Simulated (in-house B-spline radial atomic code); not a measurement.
**Ionising Tc2+ with different functionals**

Computed with an all-electron radial atomic-structure program (B-spline basis): four-component Dirac-Coulomb Hamiltonian, Fermi nucleus of rms radius 4.41117 fm, spin-restricted, spherical fractional occupations for the functionals. The ionisation energy is the difference of two self-consistent energies, [Kr] 4d5 → [Kr] 4d4, without Breit or QED terms; ε is the level of the shell that loses the electron (mean over j). The electron is taken from both j subshells in proportion to 2j + 1, so the result is a j average, not the step between ground levels.

Hybrids are left out here: with spherical fractional occupations of an open shell their exact exchange keeps a self-interaction that integer-occupation calculations don't have.

```json
{"method": "LDA VWN5", "rung": "LDA", "ΔSCF (eV)": "28.93", "-ε(4d) (eV)": "22.74"}
{"method": "relativistic LDA", "rung": "LDA", "ΔSCF (eV)": "28.95", "-ε(4d) (eV)": "22.75"}
{"method": "LDA PW92", "rung": "LDA", "ΔSCF (eV)": "28.93", "-ε(4d) (eV)": "22.73"}
{"method": "LDA exchange-only", "rung": "LDA", "ΔSCF (eV)": "27.44", "-ε(4d) (eV)": "21.31"}
{"method": "PBE", "rung": "GGA", "ΔSCF (eV)": "28.70", "-ε(4d) (eV)": "22.50"}
{"method": "PBEsol", "rung": "GGA", "ΔSCF (eV)": "28.69", "-ε(4d) (eV)": "22.49"}
{"method": "BLYP", "rung": "GGA", "ΔSCF (eV)": "28.61", "-ε(4d) (eV)": "22.42"}
{"method": "RPBE", "rung": "GGA", "ΔSCF (eV)": "28.63", "-ε(4d) (eV)": "22.42"}
{"method": "PW91", "rung": "GGA", "ΔSCF (eV)": "28.77", "-ε(4d) (eV)": "22.57"}
{"method": "BP86", "rung": "GGA", "ΔSCF (eV)": "28.79", "-ε(4d) (eV)": "22.60"}
{"method": "AM05", "rung": "GGA", "ΔSCF (eV)": "28.68", "-ε(4d) (eV)": "22.47"}
{"method": "OLYP", "rung": "GGA", "ΔSCF (eV)": "28.72", "-ε(4d) (eV)": "22.46"}
```

Q: How do they compare with the NIST value?

A: NIST lists 29.550 eV (semi-empirical, ground level to ground level). Errors run from -2.11 to -0.60 eV. The correlated functionals all miss on the same side by more than they spread, so the cause is common to them (Breit-QED terms, spin polarisation, the choice among j levels, multiplet and fine-structure energies, or a listed next ion that isn't the cheapest removal here) and closeness doesn't rank the functionals.
